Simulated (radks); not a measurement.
The numbers below are computed, except where a source is named.
Species: Pm3.25+. Configuration: [Xe] 4f3.75 (fractional occupations, a model configuration). Code: a radial shooting solver on a logarithmic mesh with Libxc functionals. Model: Dirac Kohn-Sham, PBE, spin-unpolarised, spherical densities, point nucleus; open shells are shared between the two j in proportion to 2j + 1.

Unscreened Slater integrals over Kohn-Sham orbitals (cm^-1). Large and small components are both included.

F0(4f7/2,4f7/2): 220430
F2(4f7/2,4f7/2): 103900
F4(4f7/2,4f7/2): 64998
F6(4f7/2,4f7/2): 46705
F0(4f7/2,4f5/2): 221490
F2(4f7/2,4f5/2): 104430
F4(4f7/2,4f5/2): 65333
G2(4f7/2,4f5/2): 104240
G4(4f7/2,4f5/2): 65220
G6(4f7/2,4f5/2): 46867
F0(4f7/2,5p3/2): 144720
F2(4f7/2,5p3/2): 51892
G2(4f7/2,5p3/2): 27738
G4(4f7/2,5p3/2): 21435
F0(4f7/2,5p1/2): 150350
G4(4f7/2,5p1/2): 23945
F0(4f5/2,4f5/2): 222570
F2(4f5/2,4f5/2): 104970
F4(4f5/2,4f5/2): 65677
F0(4f5/2,5p3/2): 145010
F2(4f5/2,5p3/2): 51619
G2(4f5/2,5p3/2): 27289
G4(4f5/2,5p3/2): 21140
F0(4f5/2,5p1/2): 150670
G2(4f5/2,5p1/2): 30875
F0(5p3/2,5p3/2): 121830
F2(5p3/2,5p3/2): 66078
F0(5p3/2,5p1/2): 124660
G2(5p3/2,5p1/2): 67057
F0(5p1/2,5p1/2): 127770
